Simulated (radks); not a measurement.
The numbers below are computed, except where a source is named.
Coherent X-ray form factor from a spherical all-electron density. Code: a radial shooting solver on a logarithmic mesh with Libxc functionals. Model: non-relativistic Kohn-Sham, LDA (Slater exchange, Perdew-Wang correlation), spin-unpolarised, spherical densities, point nucleus.

| sin(theta)/lambda (1/angstrom) | f0 (electrons) |
|---|---|
| 0.05 | 62.789 |
| 0.1 | 62.163 |
| 0.15 | 61.147 |
| 0.2 | 59.782 |
| 0.25 | 58.115 |
| 0.3 | 56.205 |
| 0.4 | 51.884 |
| 0.5 | 47.260 |
| 0.6 | 42.674 |
| 0.8 | 34.412 |
| 1 | 27.841 |
| 1.25 | 21.980 |
| 1.5 | 18.219 |
| 2 | 14.133 |

The species is in the configuration that NIST lists as its ground one. Which atom or ion scatters so?

Answer. The gold ion Au16+, [Kr] 4d10 4f14 5s2 5p1. Extrapolating in s^2 from the first two rows gives f0(0) = 63.0, near the electron count 63; among species with that count, the fall with angle is slower the higher Z, and the table is that of Z = 79; from so few rows the species is fixed only to a neighbour or two.
